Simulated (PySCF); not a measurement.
## Energy of Nb⁺ (niobium, charge +1) between two integer charges

The 4d alpha orbital of [Kr] 4d4 is emptied in steps (occupation f), with all orbitals relaxed, ending at [Kr] 4d3. All numbers are calculated (PySCF 2.14, scalar relativity through the core potential, in def2-SVP with the def2 core potential (28 electrons) (5s3p2d1f, 31 functions)). The exact energy is a straight line in f; departures are measured from the line between the end points of the same method.

```json
{"f": "1", "PBE0 (eV)": "0.000", "LC-wPBE (eV)": "0.000"}
{"f": "0.8", "PBE0 (eV)": "-0.532", "LC-wPBE (eV)": "-0.085"}
{"f": "0.6", "PBE0 (eV)": "-0.804", "LC-wPBE (eV)": "-0.134"}
{"f": "0.4", "PBE0 (eV)": "-0.811", "LC-wPBE (eV)": "-0.139"}
{"f": "0.2", "PBE0 (eV)": "-0.545", "LC-wPBE (eV)": "-0.095"}
{"f": "0", "PBE0 (eV)": "0.000", "LC-wPBE (eV)": "0.000"}
```

```tsv
method	E(f=0) − E(f=1) (eV)	−ε at f=1 (eV)	−ε at f=0.4 (eV)
PBE0	14.269	10.992	14.911
LC-wPBE	14.120	13.651	14.214
```

Orbital energy along the path (eV):

| f | PBE0 | LC-wPBE |
| --- | --- | --- |
| 1 | -10.992 | -13.651 |
| 0.8 | -12.259 | -13.769 |
| 0.6 | -13.566 | -13.979 |
| 0.4 | -14.911 | -14.214 |
| 0.2 | -16.289 | -14.464 |
| 0 | -17.703 | -14.735 |

Reference removal energy between the ground levels: 14.32 eV (semi-empirical (NIST evaluation); NIST Atomic Spectra Database, ionization energies). The calculation has no spin-orbit coupling. The determinant left behind need not be the lowest term of the ion.
